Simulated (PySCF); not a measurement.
Species: 4-chloronortricyclene, C₇H₉Cl.
SMILES: `Cl[C@]12C[C@@H]3[C@H](C1)[C@@H]3C2`

Linear response at PBE0/def2-SVPD (PySCF, frozen core in the response, non-relativistic). Geometry: PBE0-D3(BJ)/def2-SVP; no solvent, vibrations or thermal averaging.

Static isotropic polarisability: 85.38 au (12.65 Å³), principal values 79.9, 79.9, 96.3 au.

**Question.** What is the polarisability at 1064 nm and at the sodium D line?

**Answer.** 85.94 au at 1064 nm (+0.7 %), 87.27 au at 589.3 nm (+2.2 %). The rise at 589.3 nm is 3.33 times that at 1064 nm; a pure ω² law gives 3.26. The lowest singlet lies at 169 nm, shorter than both wavelengths.

**Question.** What is the isotropic C6 coefficient between two such molecules, C6 = (3/π)∫α(iω)² dω?

**Answer.** 3243 au (Eh·bohr⁶) by a ten-point quadrature over imaginary frequencies, which is 1940 eV·Å⁶ or 187 J·nm⁶/mol.

**Question.** Which effective excitation energy ω̄ makes London's formula C6 = (3/4)α²ω̄ exact here?

**Answer.** ω̄ = 4·C6/(3α²) = 0.593 Eh = 16.1 eV. A one-pole form α(ω) = α/(1 − ω²/ω̄²) fitted to the 1064 nm value gives 14.4 eV.

**Question.** What molar refraction at the D line follows from R = (4π/3)·N_A·α′, with α′ the polarisability volume?

**Answer.** α′ = 12.93 Å³ gives R = 32.62 cm³/mol, for isolated, non-vibrating species.

**Question.** What does −C6/R⁶ come to at R = 8 Å between centres?

**Answer.** -710 J/mol. This is the leading, orientation-averaged term; C8 and higher terms are left out.

**Question.** What n − 1 at the D line would an ideal gas of it have at 273.15 K and 1 atm (2.6868 × 10¹⁹ cm⁻³), by n − 1 = 2π·N·α′?

**Answer.** 21.83 × 10⁻⁴, a formal value whether or not that pressure can be reached.

**Question.** How many electrons N does the Slater–Kirkwood formula C6 = (3/4)·√N·α^(3/2) need to give this C6?

**Answer.** N = (4·C6/3)²/α³ = 30.0; the species has 68 electrons in all.

**Question.** The lowest 6 singlets have (eV, f): 7.35, 0.000; 7.35, 0.000; 7.43, 0.000; 7.43, 0.000; 7.90, 0.043; 7.90, 0.043. What share of the static polarisability do they carry in the sum over states α = Σ f/ω²?

**Answer.** 1.04 au, 1.2 % of α; the largest term, 0.51 au, is that of the state at 7.90 eV. Their oscillator strengths add up to 0.09. Higher states carry the rest.

**Question.** What three-body coefficient follows from the one-pole estimate C9 = (3/4)·α·C6?

**Answer.** 208000 au. This is an estimate from the two numbers above, not a computed integral.
